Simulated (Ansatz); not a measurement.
FH$_{3}$SiTe, SMILES `F[SiH2][TeH]`, one more setting.

```yaml
crystal:
  periodic: [false, false, false]
  atoms:
    - {symbol: F, position_ang: [-1.837746, -0.009259, 0.166710]}
    - {symbol: Si, position_ang: [-0.385219, -0.124367, -0.492705]}
    - {symbol: Te, position_ang: [1.358323, -0.726752, 1.156560]}
    - {symbol: H, position_ang: [-0.419604, -1.220938, -1.486690]}
    - {symbol: H, position_ang: [-0.085507, 1.186098, -1.109760]}
    - {symbol: H, position_ang: [1.411754, 0.831118, 1.719785]}
basis:
  gaussian: {orbitals: x2c-TZVPPall}
hamiltonian: {xc: {name: wPBEh}}
```

```sh
$ ansatz run in.yaml --threads 2 --pin off --events-out ev --progress --plain --max-ram 4352MiB
```

Shortened log:

```
Functional definition: wPBEh
1238 factors; their error is unknown
82 factors; integrals over basis functions are off by at most 5.5e-7 eV
mean field evaluation 1: about -195518.9644 eV, gradient 3.2e1 eV
mean field evaluation 2: about -195516.2932 eV, gradient 5.5e1 eV
mean field evaluation 4: about -195520.5227 eV, gradient 1.6e0 eV
mean field evaluation 8: about -195520.5249 eV, gradient 3.2e-2 eV
mean field evaluation 16: about -195520.8647 eV, gradient 8.8e-5 eV
mean field -195520.86472905 eV, -7185.2592499906 hartree, gradient 8.8e-5 eV, S^2 0.000000; 0 other end points of the search recorded, 0 dependent functions left out
reference -195520.86476288 eV, -7185.2592512337 hartree; 39, 39 occupied and 136, 136 virtual orbitals, 1238 factors
Total energy: -195520.86476288 eV, -7185.2592512337 hartree
Relativity: scalar
```

Run time 3 s (2 threads of an Arm Neoverse V2 on a shared host); peak host memory 0.38 GiB.
